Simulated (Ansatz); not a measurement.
Total energies of PPAsAs tetrahedron (As2P2) from Ansatz at PBE-D4/def2-TZVP, gas phase (1 Eh = 27.2114 eV = 2625.5 kJ/mol). The reference geometry is relaxed at r2SCAN-D4/def2-SVP.

```xyz
4

P     1.2168   -0.0366    0.6587
P    -0.8783   -0.7727    0.7397
As    0.1496   -0.5736   -1.3425
As   -0.4881    1.3829   -0.0559
```

```tsv
state	geometry	energy (Eh)
charge 0 singlet	reference	-5153.60822
charge 1 doublet	reference	-5153.27592
free P atom (quartet)	–	-341.10299
free As atom (quartet)	–	-2235.47024
```

(1) Work out the vertical ionisation energy to the doublet.

(2) What is the binding energy per atom against free atoms?

(1) E(charge 1 doublet) − E(charge 0 singlet) = -5153.27592 − (-5153.60822) = 0.33230 Eh = 9.04 eV. For comparison, −ε of the highest occupied level is 6.25 eV at this level, 2.79 eV less.

(2) Atoms: 2 × (-341.10299) + 2 × (-2235.47024) = -5153.14646 Eh. Binding: -5153.14646 − (-5153.60822) = 0.46176 Eh = 12.57 eV, or 3.14 eV for each of 4 atoms (no zero-point energy, no counterpoise term).

At PBE-D4/def2-TZVP the gap within one spin of the charge 1 doublet nearly closes, so an electron or hole may be smeared out by delocalisation error.
